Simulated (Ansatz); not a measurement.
Consider the formal exchange of groups at the Si–O bond: `Cl[SiH2]O[SiH2]Cl` + `ClCC1CO1` → `ClC[SiH2]Cl` + `Cl[SiH2]OC1CO1`.

Isolated molecules relaxed with PBE0-D4/def2-TZVP in Ansatz; ΔE leaves out vibrations. CCSD(T)/CBS is the MP2 limit (def2-TZVPP, def2-QZVPP) plus CCSD(T) − MP2 in def2-TZVPP, frozen cores. Functionals use def2-TZVPP. B3LYP here is the variant with VWN-RPA as its local correlation; programs differ in this. One conformer a species, not always the lowest.

`Cl[SiH2]O[SiH2]Cl`:

Z-matrix (Å, degrees):
```
Si
O 1 1.628
Cl 1 2.049 2 109.8
H 1 1.475 2 108.0 3 117.9
H 1 1.477 2 110.3 3 -118.6
Si 2 1.628 1 144.3 3 44.1
Cl 6 2.049 2 109.8 1 44.2
H 6 1.475 2 108.0 1 162.0
H 6 1.477 2 110.3 1 -74.4
```

`ClCC1CO1`:

```xyz
10

Cl    1.769    1.694    0.095
C     0.758    0.523   -0.789
C    -0.500    0.251   -0.027
C    -0.586   -0.871    0.896
O    -1.174   -0.939   -0.396
H     0.545    0.956   -1.766
H     1.333   -0.392   -0.918
H    -1.145    1.113    0.137
H     0.287   -1.503    1.044
H    -1.288   -0.832    1.724
```

`ClC[SiH2]Cl`:

Cartesian coordinates in Å:
```
Cl 0.782 0.149 -2.107
C 0.651 0.617 -0.387
Si -0.593 -0.551 0.385
Cl -0.795 -0.068 2.375
H 0.330 1.658 -0.343
H 1.639 0.532 0.063
H -1.908 -0.393 -0.273
H -0.105 -1.944 0.287
```

`Cl[SiH2]OC1CO1`:

```xyz
11

Cl   -0.941    2.894    0.447
Si   -0.475    1.147    1.420
O    -0.697   -0.133    0.418
C    -0.084   -0.301   -0.803
C     0.598   -1.552   -1.082
O     1.314   -0.340   -0.811
H     0.926    1.264    1.870
H    -1.426    0.945    2.527
H    -0.536    0.291   -1.596
H     0.680   -1.921   -2.100
H     0.641   -2.294   -0.290
```

```
             level  ΔE (kcal/mol)
          B3LYP-D4           35.8
            B2PLYP           36.6
               PBE           32.1
     HF/def2-TZVPP           39.3
    MP2/def2-TZVPP           38.3
SCS-MP2/def2-TZVPP           38.3
   CCSD/def2-TZVPP           37.3
    CCSD/CBS(def2)           37.9
```

(1) What does CCSD(T)/CBS give? (Best estimate.)

Largest T1 diagnostic among the species: 0.012.

Results:

(1) Computed: +37.3 kcal/mol. The listed levels differ from it by -1.5, -0.7, -5.2, 2.0, 1.0, 1.0, 0.0, 0.6 kcal/mol.

From PBE to PBE0 (25 % exact exchange), in def2-TZVPP and without D4, ΔE moves by +1.9 kcal/mol. In def2-TZVPP, CCSD(T) changes the Hartree–Fock value by −2.6 kcal/mol (the triples alone add −0.6 kcal/mol) and MP2 by −1.0 kcal/mol.
